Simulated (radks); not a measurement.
Values are calculated unless marked as measured or tabulated.
Valence configurations of neutral osmium (all share [Xe]). Code: a radial shooting solver on a logarithmic mesh with Libxc functionals. Model: scalar-relativistic Kohn-Sham, PBE, spin-polarised, spherical densities, finite nucleus; open shells are filled with parallel spins first (spin-orbit coupling, left out, can overturn this in heavy ions); Fermi nuclear charge, rms radius 5.4126 fm. Energies are relative to 4f14 5d6 6s2; eigenvalues in eV for spin up.

valence               E (eV)  moment (Bohr magnetons)    e(4f)    e(5d)   e(6p)    e(6s)
4f14 5d6 6s2           0.000                        4  -51.911   -7.224       -   -6.677
4f14 5d6.5 6s1.5       0.330                        4  -50.643   -6.319       -   -6.359
4f14 5d7 6s1           0.753                        4  -49.445   -5.467       -   -6.051
4f14 5d6 6s1 6p1       3.407                        6  -53.416   -8.784  -2.514   -8.084
4f14 5d5 6s2 6p1       3.927                        6  -56.285  -10.801  -2.794   -8.799
4f14 5d4 6s2 6p2      12.971                        6  -60.986  -13.959  -3.881  -10.549
4f13 5d7 6s2          50.883                        4  -62.562   -8.116       -   -6.608
4f13 5d6.5 6s2 6p0.5  53.477                        5  -64.919  -10.084  -2.122   -7.796
4f13 5d6 6s2 6p1      56.457                        6  -67.247  -11.978  -2.766   -8.873
4f13 5d5 6s2 6p2      63.527                        8  -71.927  -15.678  -3.928  -10.833

NIST lists [Xe] 4f14 5d6 6s2 as the ground configuration; this level of theory agrees among the configurations tried. The energies are those of spherical high-spin densities, not of single terms.
